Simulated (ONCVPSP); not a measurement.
# Before and after: ONCV potential for magnesium

```json
{
  "Element": "magnesium",
  "Generator": "ONCVPSP 4.0.1",
  "Type": "optimised norm-conserving Vanderbilt (ONCV)",
  "Functional": "BLYP",
  "Relativity": "scalar-relativistic",
  "Frozen core": "[Ne]",
  "Valence charge": "2",
  "Reference configuration": "3s1 3p1",
  "Partial waves": "3s: rc 2.70 bohr, ncon 3, nbas 6, qcut 1.9 1/bohr, 2 projectors, debl 3 Ha; 3p: rc 2.35 bohr, ncon 3, nbas 7, qcut 4.2 1/bohr, 2 projectors, debl 4 Ha; d scattering state at 0.36 Ha: rc 2.35 bohr, ncon 4, nbas 7, qcut 4.3 1/bohr, 2 projectors, debl 2.8 Ha",
  "Local potential": "polynomial inside 1.70 bohr (lpopt 4, dvloc0 3 Ha)",
  "Core correction": "Teter function fitted to the true core (icmod 2), fcfact 0.3"
}
```

Change: local potential polynomial inside 1.70 bohr (lpopt 4, dvloc0 -0.5 Ha).

Cutoffs: the cutoffs (Ha) at which the residual kinetic energy of the hardest occupied pseudo-wave falls to 1 and 0.1 mHa per electron; they do not see the model core or the augmentation charge, which bear on the density cutoff. Errors are all-electron minus pseudo energies relative to the spin-unpolarised reference configuration.

Problem. What does the change do?

Solution. The potential gets neither clearly harder nor softer (4.8 Ha and 12 Ha → 4.8 Ha and 12 Ha); the bound ghost in p disappears; the errors of the 4 common tests hardly move; the range in which the s phases agree narrows (upper end 5.0 → 1.2); the range in which the p phases agree narrows (upper end at the end of the scan → 2.4). In the separable form a ghost depends on how the local part lies against the semilocal potential of the channel, so the choice of the local part can create or remove one.

| quantity | base | changed |
| --- | --- | --- |
| cutoff, loose | 4.8 Ha | 4.8 Ha |
| cutoff, tight | 12 Ha | 12 Ha |
| bound ghosts | p | none |
| GHOST(+) flags under 300 eV | none | s at 99.7 eV |
| error for 3s2 3p0, meV [ΔE -3.53 eV] | -11 | -10 |
| error for 3s1 3p0, meV [ΔE 4.36 eV] | +5.3 | +5.8 |
| error for 3s1.5 3p0, meV [ΔE -0.44 eV] | -4.3 | -4.3 |
| error for 3s0 3p1, meV [ΔE 8.81 eV] | -9.1 | -8.4 |
| s: phases at 2.75 bohr within 0.05 rad from the reference energy up to (Ha; the scan ends near 5) | 5.0 | 1.2 |
| p: phases at 2.38 bohr within 0.05 rad from the reference energy up to (Ha; the scan ends near 5) | to the end of the scan | 2.4 |
| d: phases at 2.38 bohr within 0.05 rad from the reference energy up to (Ha; the scan ends near 5) | to the end of the scan | to the end of the scan |
| rms error of d²Exc/dni dnj with the model core, mHa | 1.53 | 1.53 |

Base: The cutoffs count occupied waves only; projector 2 of the d channel, the hardest unoccupied one, needs 34 Ha at the loose tolerance. Changed file: The cutoffs count occupied waves only; projector 2 of the d channel, the hardest unoccupied one, needs 34 Ha at the loose tolerance. A true bound ghost makes a file unfit for plane-wave use even where its test errors are small: the radial tests pick states by their node count and pass the ghost by.
